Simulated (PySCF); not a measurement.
MgF, SMILES [Mg+][F], charge +1.

Geometry optimised at PBE0-D3(BJ)/def2-TZVPD. The spin state was assumed, not searched.

Two levels are set side by side: TDDFT-PBE/def2-TZVPD (PySCF) and TDDFT-B3LYP/def2-TZVPD (PySCF). Vertical, same geometry. The lowest singlet is HOMO→LUMO 100 % with PBE and HOMO→LUMO 100 % with the other functional; states are paired by order. Differences are taken from unrounded values.

```json
[
 {"quantity": "lowest singlet excitation (eV)", "TDDFT-B3LYP": "3.84"},
 {"quantity": "lowest triplet excitation (TDA) (eV)", "TDDFT-B3LYP": "3.66"},
 {"quantity": "first bright state (f over 0.05) (eV)", "TDDFT-B3LYP": "5.21"},
 {"quantity": "its oscillator strength", "TDDFT-B3LYP": "0.09"}
]
```

Problem. What does TDDFT-PBE give, and how far is it from TDDFT-B3LYP? (An estimate is asked for; the answer gives what the named calculation found.)

Solution. 
```
quantity                               TDDFT-PBE  TDDFT-PBE minus TDDFT-B3LYP
-------------------------------------  ---------  ---------------------------
lowest singlet excitation (eV)              3.26                        -0.58
lowest triplet excitation (TDA) (eV)        3.06                        -0.59
first bright state (f over 0.05) (eV)       4.76                        -0.45
its oscillator strength                     0.09                         0.01
```

A lower first singlet is the usual sign of a functional without exact exchange. Differences between two approximate levels are no errors against the true value.

Rough cost on one machine, each run with all the roots and properties that it gave: TDDFT-B3LYP against TDDFT-PBE about 3 times.
